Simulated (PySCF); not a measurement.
H₂Sb, SMILES [SbH2+] (connectivity only; charge and spin as stated), charge +1, multiplicity 1.

Geometry: B3LYP-D3(BJ)/def2-TZVPD. The def2 effective core potentials stand for the cores of Sb; spin–orbit coupling is left out.

Level of theory: TDA-LC-ωPBE/def2-TZVPD (PySCF).

Vertical excitations. The molecule is in vacuum. State labels are in the subgroup C2v.

```csv
state,symmetry,energy (eV),λ (nm),f,main pairs
S1,B1,2.55,487,0.012,HOMO→LUMO 99 %
S2,A2,3.90,318,0.000,HOMO−1→LUMO 99 %
S3,B2,8.02,155,0.189,HOMO→LUMO+1 86 %
S4,A1,8.56,145,0.093,"HOMO→LUMO+2 76 %, HOMO−1→LUMO+1 17 %"
S5,A1,10.03,124,0.386,"HOMO−1→LUMO+1 54 %, HOMO→LUMO+2 18 %, HOMO→LUMO+4 13 %, HOMO→LUMO+3 11 %"
S6,A1,10.43,119,0.013,"HOMO→LUMO+3 74 %, HOMO→LUMO+4 15 %"
S7,B2,10.67,116,0.833,HOMO−1→LUMO+2 84 %
S8,A2,10.91,114,0.000,HOMO→LUMO+5 95 %
S9,B1,11.14,111,0.076,"HOMO→LUMO+6 81 %, HOMO−2→LUMO 15 %"
S10,A1,11.69,106,1.111,"HOMO→LUMO+4 63 %, HOMO−1→LUMO+1 16 %"
T1,B1,1.36,914,0,HOMO→LUMO 98 %
T2,A2,3.24,383,0,HOMO−1→LUMO 99 %
T3,B2,5.92,209,0,HOMO→LUMO+1 93 %
T4,A1,6.88,180,0,"HOMO−1→LUMO+1 48 %, HOMO→LUMO+2 39 %"
```
Triplets are in the Tamm–Dancoff approximation.
